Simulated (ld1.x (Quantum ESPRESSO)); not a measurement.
Debugging a pseudopotential input (iridium, ld1.x (Quantum ESPRESSO) 7.5)

Command:

```bash
ld1.x < Ir.in > Ir.out
```

Input:

```
&input
   title='Ir', zed=77., rel=1, dft='PZ', iswitch=3,
   config='[Xe] 4f14 5d7 6s0.5 6p0',
   nld=3, rlderiv=1.90, eminld=-10.0, emaxld=5.0, deld=0.04
 /
 &inputp
   pseudotype=2, tm=.true., lloc=0,
   nlcc=.true., new_core_ps=.true., rcore=1.35,
   file_pseudopw='Ir.UPF', file_wfcaegen='ae.wfc', file_wfcncgen='nc.wfc', file_beta='beta', file_chi='chi'
 /
3
5P  2  1   6.00   0.00  1.40  1.40  0.0
5D  3  2   7.00   0.00  1.60  1.60  0.0
7S  1  0   2.00   0.00  1.75  1.75  0.0
 &test
   configts(1)='5s2 5p6 5d7 6s0.5 6p0'
 /
```

Output:

```
Program LD1 v.7.5

 %%%%%%%%%%%%%%%%%%%%%%%%%%%%%%%%%%%%%%%%%%%%%%%%%%%%%%%%%%%%%%%%%%%%%%%%%%%%%%
     Error in routine ld1_setup (3):
     no all electron for this ps
 %%%%%%%%%%%%%%%%%%%%%%%%%%%%%%%%%%%%%%%%%%%%%%%%%%%%%%%%%%%%%%%%%%%%%%%%%%%%%%

     stopping ...
```

Problem. This input was made by a single change from one that runs to its end. What was changed?

Solution. The change: label 5S replaced by a shell that config does not hold. The program refuses the input: "ld1_setup: no all electron for this ps".
